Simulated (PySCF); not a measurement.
## Threshold energies of SiAs in a plasma

r²SCAN in PySCF with def2-TZVPPD on every atom, for the lowest determinant that a PBE0 search found; no spin–orbit coupling.

```
species  state (unpaired electrons)  Re (Å)  ωe (cm⁻¹)  energy of the minimum from the neutral (eV)  De (eV)  dissociates to
   SiAs               doublet (π ↑)   2.179        499                                         0.00     3.44         Si + As
  SiAs⁺              triplet (π ↑↑)   2.331        402                                         8.63     3.13        Si⁺ + As
  SiAs⁻      singlet (closed shell)   2.103        554                                        -2.80     4.90        Si⁻ + As
```

Problem. Work out the lowest energy to break SiAs into atoms, from its vibrational ground state.

Solution. D0 = De − ωe/2 = 3.44 − 0.03 = 3.41 eV (r²SCAN/def2-TZVPPD).

Problem. Work out the ionisation energy of the Si atom at this level and the threshold of dissociative ionisation.

Solution. IE(Si) = 8.63 + 3.13 − 3.44 = 8.32 eV, so Si⁺ + As + e⁻ appears at D0 + IE(Si) = 11.73 eV (r²SCAN/def2-TZVPPD). The measured IE(Si) is 8.152 eV (NIST ASD).

Problem. Work out the electron affinity of the Si atom and the threshold of dissociative attachment.

Solution. EA(Si) = 3.44 − 4.90 − (-2.80) = 1.34 eV, so Si⁻ + As needs D0 − EA(Si) = 2.07 eV (r²SCAN/def2-TZVPPD). The measured EA(Si) is 1.39 eV.

These are thermodynamic thresholds; the onsets seen under electron impact lie higher where the geometry changes, and cross-sections peak well above them.

Spin–orbit coupling is left out. For an ion De counts to the pair picked by the measured ionisation energies or electron affinities, which need not be the lowest pair at this level. States were picked by a PBE0 search and need not be the measured ground states.
